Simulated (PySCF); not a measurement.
## Löwdin shares of the frontier orbitals

C6H7F.
Bonds: C1–C2 (double), C2–C3, C3–F4, C3–C5 (double), C5–C6, C6–C7, C2–C5. Hydrogens: H8, H9 on C1; H10, H11 on C6; H12, H13, H14 on C7.

Computed with TDDFT CAM-B3LYP/def2-SVPD, vertical, gas phase, core orbitals frozen in the response (PySCF). One conformer (not necessarily the lowest) at the GFN2-xTB geometry, without solvent, vibrations or thermal averaging. Torsions of this conformer, `[CH2:1]=[C:2]1[C:3]([F:4])=[C:5]1[CH2:6][CH3:7]`: C3–C5–C6–C7 118°.

Frontier orbitals with the atoms that hold most of them (Löwdin shares over 4%, at most four atoms; ? is withheld):

| orbital | ε (eV) | atoms |
| --- | --- | --- |
| LUMO+2 | 1.92 | C3 19%, C7 19%, F4 14%, C5 10% |
| LUMO+1 | 1.17 | C3 31%, C5 23%, F4 11%, C2 8% |
| LUMO | ? | C3 21%, C6 12%, C7 12%, C5 11% |
| HOMO | -7.34 | ? |
| HOMO-1 | -10.21 | ? |
| HOMO-2 | -11.25 | C6 17%, C5 16%, C3 13%, C7 10% |
| HOMO-3 | -11.48 | C2 21%, C5 15%, C3 15%, C6 11% |

Task: Which atoms hold the HOMO, and with what shares?

Result: C1 (bonded to C and 2 H) 37%; C2 (bonded to 3 C) 23%; C5 (bonded to 3 C) 14%; C3 (bonded to 2 C and F) 11%.

Task: Give the leading atoms of the HOMO-1.

Result: C2 (bonded to 3 C) 25%; C1 (bonded to C and 2 H) 15%; C3 (bonded to 2 C and F) 14%; C5 (bonded to 3 C) 14%.

Task: What is the LUMO energy, and the HOMO–LUMO gap?

Result: ε(LUMO) = 0.82 eV; the gap is 8.16 eV (0.3000 hartree).

Task: How does S1 compare with the orbital gap of 8.16 eV?

Result: S1 is at 5.25 eV (f = 0.014), 2.92 eV below the gap, made of HOMO→LUMO (86%). Without the coupling terms of the response equations the lowest excitation would equal the gap.

Task: Give energy, strength and leading configuration of S1 and S2, and follow the Löwdin shares of the leading atoms from the occupied to the empty orbital.

Result: 
- S1 (5.25 eV, f 0.014), HOMO→LUMO (86%): C1 37% → at most 11%, C2 23% → at most 11%, C3 11% → 21%, C6 at most 12% → 12%
- S2 (5.35 eV, f 0.061), HOMO→LUMO+1 (90%): C1 37% → at most 9%, C2 23% → 8%, C3 11% → 31%, C5 14% → 23%

Löwdin shares depend on the basis, the more so with diffuse functions.
